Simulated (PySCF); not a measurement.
## Low-lying terms of Ag⁺ (silver, charge +1)

Ground state [Kr] 4d10, ¹S. Calculation: PySCF 2.14, in def2-TZVPPD with one added diffuse shell each of s, p, d, f type with the def2 core potential (28 electrons) (7s5p4d3f1g, 72 functions); scalar relativity through the core potential. Vertical excitation energies in eV without spin-orbit coupling; excited terms of each kind are numbered among those the solver found. Frozen: 4s2 4p6.

```tsv
term	leading excitation	EOM-EE-CCSD
1 3D	4d → s	5.343
1 1D	4d → s	5.846
1 3P°	4d → p	10.484
1 3F°	4d → p	10.756
1 1F°	4d → p	10.931
1 1D°	4d → p	11.189
1 3D°	4d → p	11.223
1 1P°	4d → p	11.326
2 3D	4d → s	15.237
2 1D	4d → s	15.323
```

The spin-orbit splitting of the hole, absent here, rivals or exceeds the spacing of these terms, so the LS terms are model states.

The solver can miss terms. Rydberg members are limited by the diffuse functions of the basis.
